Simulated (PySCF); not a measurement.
Species: C3H4BCl3.
SMILES with atom numbers: `[Cl:1]/[CH:2]=[CH:3]\[CH2:4][B:5]([Cl:6])[Cl:7]` (hydrogens: H8 on C2; H9 on C3; H10, H11 on C4)

Theory: PySCF 2.14.0, PBE0-D3(BJ)/def2-SVP geometry optimisation, gas phase.

Give the optimised bond lengths and angles.

```csv
bond,length (bohr)
Cl1–C2,3.270
C2=C3,2.520
C3–C4,2.814
C4–B5,2.963
"B5–Cl6, B5–Cl7",3.310
C2–H8,2.062
C3–H9,2.069
"C4–H10, C4–H11",2.089
```

Bonds in one row agree within 0.02 bohr and their mean is given. A selection of angles:
```csv
angle,degrees
Cl1–C2–C3,123.7
Cl1–C2–H8,113.2
C3–C2–H8,123.0
C2–C3–C4,126.2
C2–C3–H9,115.9
C4–C3–H9,117.9
C3–C4–B5,116.6
C3–C4–H10,110.6
B5–C4–H10,105.7
B5–C4–H11,107.4
H10–C4–H11,104.9
C4–B5–Cl6,122.7
C4–B5–Cl7,119.3
Cl6–B5–Cl7,118.0
```

Dihedral angles: Cl1–C2–C3–C4 0° (synperiplanar); C2–C3–C4–B5 112° (anticlinal); C3–C4–B5–Cl6 5° (synperiplanar). The mirror-image conformer, all signs reversed, is as good.

Of the pairs four or more bonds apart, Cl1···H11 is among the closest relative to their van der Waals radii: 2.68 Å, 91 % of the sum of Bondi's values. The 2 C–C bonds span 1.333 Å (C2=C3, drawn double) to 1.489 Å (C3–C4, drawn single), a spread of 0.156 Å. B5 (three-coordinate boron) is planar (angles 122.7°, 119.3° and 118.0°, sum 360.0°, 0.01 Å off the plane of its three neighbours).

Point group: C1 (no symmetry element, even within 0.4 Å). No PBE0-D3(BJ)/def2-SVP frequencies stand behind this structure, so it isn't proved a minimum. One conformer, not necessarily the lowest.
